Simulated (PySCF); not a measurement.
H2Sb, charge +1, multiplicity 1. Atoms are numbered in the order given.

```xyz
3

Sb     0.0000     0.0000    -0.0456
H      0.0000     1.2142     1.1640
H      0.0000    -1.2142     1.1640
```
Charge +1, spin multiplicity 1.

Coordinates come from a B3LYP-D3(BJ)/def2-TZVPD optimisation. The def2 effective core potentials stand for the cores of Sb; spin–orbit coupling is left out.

Method: ωB97X/def2-TZVPD in PySCF.

Mulliken values depend strongly on the basis, most of all with diffuse functions as here. ESP charges are fitted to the potential on shells at 1.4 to 2.0 van der Waals radii. Atomic charges (e):

```
atom  ESP fit  Mulliken
----  -------  --------
Sb1         …      0.81
H2          …      0.09
H3          …      0.09
```

Fill in the missing entries. (An estimate is asked for; the answer gives what the named calculation found.)


- Sb1, ESP fit: 0.96
- H2, ESP fit: 0.02
- H3, ESP fit: 0.02
